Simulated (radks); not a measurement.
Problem. All-electron atom: Ge in [Ar] 3d10 4s2 4p2. Calculated with a radial shooting solver on a logarithmic mesh with Libxc functionals: scalar-relativistic Kohn-Sham, PBEsol, spin-unpolarised, spherical densities, finite nucleus; Fermi nuclear charge, rms radius 4.0742 fm. Some entries of the table are withheld. Estimate them.

| orbital | occ. | eigenvalue (eV) | <1/r> (bohr^-1) |
|---|---|---|---|
| 1s | 2 | -10951.87 | 32.36 |
| 2s | 2 | -1370.622 | (1) |
| 2p | 6 | -1198.079 | 6.964 |
| 3s | 2 | (2) | 2.282 |
| 3p | 6 | -115.4259 | 2.129 |
| 3d | 10 | -29.3125 | 1.781 |
| 4s | 2 | -11.7436 | (3) |
| 4p | 2 | -3.8971 | 0.4545 |

Solution. 
(1) 2s <1/r> (bohr^-1): 7.101
(2) 3s eigenvalue (eV): -168.1140
(3) 4s <1/r> (bohr^-1): 0.6209
